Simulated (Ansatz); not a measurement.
CH$_{6}$F$_{2}$GeSi (`[CH3][Ge]([F])([F])[SiH3]`), relaxed with RKS PBE0-D4/def2-TZVP in the Gaussian-basis code of Ansatz from a PBE-D4/def2-SVP geometry. The force threshold is 0.005 eV/Å; the program also tests the step.

The species carries charge 0 and has multiplicity 1.

Start:

```xyz
11

C     0.247    0.393   -1.832
Ge    0.626    0.311    0.077
F     2.187   -0.485    0.269
F     0.931    1.959    0.621
Si   -0.896   -0.697    1.631
H     1.083    0.911   -2.341
H     0.147   -0.631   -2.243
H    -0.692    0.952   -2.008
H    -1.097   -2.137    1.250
H    -0.323   -0.602    3.015
H    -2.212    0.027    1.562
```

(1) How much energy does the relaxation release, and in how many steps? (Estimate.)

(2) Which bonds change most? (An estimate is asked.)

(3) Give the relaxed structure. (An estimate is asked.)

## Answers

(1) The calculation gave: 0.94 kcal/mol, in 5 steps.

(2) The calculation gave: Ge2–F3 from 1.763 to 1.741 Å; Ge2–F4 from 1.763 to 1.741 Å; Si5–H9 from 1.503 to 1.485 Å; Si5–H11 from 1.503 to 1.485 Å.

(3) The calculation gave: 
```xyz
11

C     0.252    0.394   -1.826
Ge    0.606    0.303    0.070
F     2.151   -0.478    0.256
F     0.908    1.932    0.605
Si   -0.895   -0.698    1.635
H     1.088    0.901   -2.311
H     0.151   -0.610   -2.240
H    -0.665    0.954   -2.012
H    -1.091   -2.122    1.260
H    -0.311   -0.593    2.993
H    -2.194    0.018    1.570
```
